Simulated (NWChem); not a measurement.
System meant: CdHOF; SMILES [OH][Cd][F]

Input file for NWChem:

```
start job
memory heap 200 mb stack 900 mb global 1100 mb
geometry units angstroms noautoz
  Cd    -0.427452     0.021850     0.000000
  F     -0.198617     1.932690     0.000000
  O     -0.781330    -1.900572     0.000000
  H      0.042221    -2.402324     0.000000
end
basis spherical
  * library def2-svp
end
ecp
  Cd library def2-ecp
end
dft
  odft
  mult 2
  xc b3lyp
  iterations 150
  mulliken
end
task dft energy
```

End of the output:

```
                                 NWChem DFT Module
                                 -----------------

 Summary of "ao basis" -> "ao basis" (spherical)
 ------------------------------------------------------------------------------
       Tag                 Description            Shells   Functions and Types
 ---------------- ------------------------------  ------  ---------------------
 Cd                         def2-svp                11       31   5s3p2d1f
 F                          def2-svp                 6       14   3s2p1d
 O                          def2-svp                 6       14   3s2p1d
 H                          def2-svp                 3        5   2s1p

 Summary of "ao basis" -> "ao basis" (spherical)
 ------------------------------------------------------------------------------
       Tag                 Description            Shells   Functions and Types
 ---------------- ------------------------------  ------  ---------------------
 Cd                         def2-svp                11       31   5s3p2d1f
 F                          def2-svp                 6       14   3s2p1d
 O                          def2-svp                 6       14   3s2p1d
 H                          def2-svp                 3        5   2s1p

      Symmetry analysis of basis
      --------------------------

        a'         45
        a"         19

  number of electrons :                   38
  multiplicity        :                    2
 ------------------------------------------------------------------------
  no. of electrons and multiplicity not compatible                  38
 ------------------------------------------------------------------------
 ------------------------------------------------------------------------
  current input line :
    22: task dft energy
 ------------------------------------------------------------------------
 ------------------------------------------------------------------------
 There is an error in the input file
 ------------------------------------------------------------------------
 For more information see the NWChem manual at https://nwchemgit.github.io

0: no. of electrons and multiplicity not compatible:Received an Error in Communication
```

### Question
Find the fault in this run and fix the input.

### Answer
The input was rejected before any calculation. Cause: the multiplicity doesn't fit the number of electrons (an even count wants an odd multiplicity, and the reverse). This input runs:
```
start job
memory heap 200 mb stack 900 mb global 1100 mb
geometry units angstroms noautoz
  Cd    -0.427452     0.021850     0.000000
  F     -0.198617     1.932690     0.000000
  O     -0.781330    -1.900572     0.000000
  H      0.042221    -2.402324     0.000000
end
basis spherical
  Cd library def2-svp
  F library def2-svp
  O library def2-svp
  H library def2-svp
end
ecp
  Cd library def2-ecp
end
dft
  xc b3lyp
  iterations 150
  mulliken
end
task dft energy
```
It converges to -343.31620 Ha (B3LYP/def2-SVP with def2 effective core potentials on Cd).
